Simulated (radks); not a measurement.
Values are calculated unless marked as measured or tabulated.
Q: These are the eigenvalues of the occupied orbitals of an atom or ion with whole-number occupations (eV). Level of theory: scalar-relativistic Kohn-Sham, LDA (Slater exchange, Perdew-Zunger correlation), spin-polarised, spherical densities, point nucleus (a radial shooting solver on a logarithmic mesh with Libxc functionals).

orbital  eigenvalue
1s up      -51.0038
1s down    -50.8005
2s up       -3.1656

Which element is it, and in what charge state? The configuration may be excited. Open shells, if any, are filled with parallel spins first.

A: Z = 3, lithium, charge 0: Li in [He] 2s1. The list shows which subshells hold electrons but not how many an open one holds; the 1s level, -1.8744 hartree, gives Z - s = 1.9 by -(Z - s)^2/2, which with screening and relativity narrows Z to a few neighbours, and the depths of the outer levels then fix element, charge and occupations together.
